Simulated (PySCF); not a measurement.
Members of the series CXY, Y = amino; each row names its spin state. All species are isolated molecules in the gas phase. One relaxed conformer stands for each flexible species; it need not be the lowest. Strings in code marks are SMILES.

The HOMO from two functionals at the same geometries (PBE0-D3(BJ)/def2-TZVP), both in PySCF: PBE-D3(BJ)/def2-TZVP and PBE0-D3(BJ)/def2-TZVP. 

| species | PBE-D3(BJ)/def2-TZVP (eV) | PBE0-D3(BJ)/def2-TZVP (eV) |
|---|---|---|
| X = amino, multiplicity 1 (`N[C]N` (lower singlet)) | -4.48 | -5.81 |
| X = silyl, multiplicity 1 (`[C](N)[SiH3]` (lower singlet)) | -4.46 | -5.69 |
| X = boryl, multiplicity 1 (`B[C]N` (lower singlet)) | -5.09 | -6.24 |
| X = ethynyl, multiplicity 1 (`C#C[C]N` (lower singlet)) | -4.76 | -5.99 |
| X = mercapto, multiplicity 1 (`N[C]S` (lower singlet; N–C–S–H torsion 0°)) | -5.15 | -6.44 |
| X = vinyl, multiplicity 1 (`N[C]C=C` (lower singlet; C–C–C–N torsion 58°)) | -4.59 | -5.78 |
| X = isocyano, multiplicity 1 (`[C-]#[N+][C]N` (lower singlet)) | -5.80 | -7.09 |
| X = AlH2, multiplicity 1 (`N[C][AlH2]` (lower singlet)) | -4.34 | -5.39 |
| X = H, multiplicity 1 (`[CH]N` (lower singlet)) | -4.56 | -5.95 |

Over these rows, drawn at random from the members with no instability flagged (it was tested for open shells, ions and some series alone), PBE minus PBE0-D3(BJ): mean +1.24 eV, from +1.05 eV to +1.39 eV.
